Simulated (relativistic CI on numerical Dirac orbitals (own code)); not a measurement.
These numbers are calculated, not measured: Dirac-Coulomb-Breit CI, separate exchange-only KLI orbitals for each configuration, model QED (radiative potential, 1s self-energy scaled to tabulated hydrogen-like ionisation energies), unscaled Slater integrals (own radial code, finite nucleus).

CI space (outside the closed core [Kr] 4d10 4f14): 5s2 5p6 5d6, 5s2 5p6 5d5 6s, 5s2 5p6 5d5 5f, 5s2 5p6 5d5 6p, 5s2 5p5 5d7, 5s2 5p6 5d5 5g, 5s2 5p6 5d5 6d, 5s2 5p6 5d5 7s, 5s2 5p6 5d4 6s 6p, 5s2 5p6 5d5 7p, 5s2 5p6 5d5 6f, 5s2 5p6 5d5 7d, 5s2 5p6 5d5 8s, 5s2 5p6 5d5 8p, 5s2 5p6 5d4 5f 6s, 5s 5p6 5d7, 5s2 5p6 5d5 7f, 5s2 5p5 5d6 6s, 5s 5p6 5d6 5f, 5s2 5p6 5d4 6s2, 5s2 5p6 5d3 5f 6s2, 5s2 5p6 5d3 6s2 6p, 5s2 5p6 5d3 5g 6s2, 5s2 5p6 5d3 6s2 6d. Double excitations out of closed p, d and f shells are left out; levels of such configurations are missing from the list, as are those of other unlisted configurations, and high levels can miss mixing partners.

At this charge configurations can still be misplaced by up to about 7 % of their energy. Terms inside the open d or f shell come out 10 to 20 % too wide with unscaled integrals. Levels and lines within the n = 5 or 6 shells can be off by up to 10 % or somewhat more, and those that change n by about 2 %, since core polarisation is missing.

Outline of the computed level scheme of Hg VII. Lowest level of each configuration: 5s2 5p6 5d6 5D_4 at 0.0000 eV; 5s2 5p6 5d5 6s 7S_3 at 16.9173 eV.

LS names give the leading component of a level, which can be under half, so a name can repeat, a term be missing and a line seem to break the LS rules.
